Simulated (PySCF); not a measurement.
# Working out the ionisation energy of Ni

Ni [Ar] 3d8 4s2 (3F) → Ni⁺ [Ar] 3d9 (2D). Computed with PySCF 2.14 in x2c-TZVPall, with scalar relativity by spin-free X2C-1e. Frozen: [Ar]. Energies in hartree (1 hartree = 27.21139 eV):

| part | Ni (lower) | Ni⁺ (upper) |
| --- | --- | --- |
| UHF | -1519.087419 | -1518.785731 |
| MP2 opposite-spin | -0.169565 | -0.194281 |
| MP2 same-spin | -0.093585 | -0.113637 |

Task: What does Hartree-Fock give?

Result: (-1518.785731) − (-1519.087419) = 0.301688 hartree = 8.209 eV.

Task: What do MP2 and SCS-MP2 (6/5 opposite-spin, 1/3 same-spin) give?

Result: The opposite-spin parts differ by -0.673 eV and the same-spin parts by -0.546 eV. MP2: 8.209 + (-0.673) + (-0.546) = 6.990 eV. SCS-MP2: 8.209 + 1.2 × (-0.673) + (-0.546)/3 = 7.219 eV.

Reference: 7.640 eV (measured; NIST Atomic Spectra Database, ionization energies), between the lowest levels; spin-orbit coupling is absent from the calculation.

What remains against the reference includes basis incompleteness, the frozen core and correlation beyond second order.
